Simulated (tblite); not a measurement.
Isomers of C6H11N3. Computed values, GFN2-xTB/tblite, gas phase, harmonic and unscaled. This tight-binding method is rough: wavenumbers can miss measured ones by several per cent, in bad cases by 10 to 20. One conformer each.

Electronic energies: GFN2-xTB at the same geometries; isomer energies are rough at this level and their order can be wrong.

| SMILES | electronic energy, lowest = 0 (kcal/mol) |
| --- | --- |
| Cc1cnn(C(C)C)n1 | 1.7 |
| CCc1cnn(CC)n1 | 4.8 |
| CCn1nc(C)c(C)n1 | 0.0 |

Problem. How do GFN2-xTB zero-point energies change the relative energies?

Solution. 
| SMILES | ZPE (kcal/mol) | of it from modes above 1550 cm⁻¹ | electronic (kcal/mol) | with ZPE, lowest = 0 (kcal/mol) | lowest mode (cm⁻¹) | rings |
| --- | --- | --- | --- | --- | --- | --- |
| CCn1nc(C)c(C)n1 | 105.2 | 47.5 | 0.0 | 0.0 | 24 | 1 |
| Cc1cnn(C(C)C)n1 | 105.6 | 47.9 | 1.7 | 2.1 | 29 | 1 |
| CCc1cnn(CC)n1 | 106.0 | 47.7 | 4.8 | 5.6 | 23 | 1 |

The zero-point energies span 0.8 kcal/mol, from `CCn1nc(C)c(C)n1` to `CCc1cnn(CC)n1`. The order is unchanged.
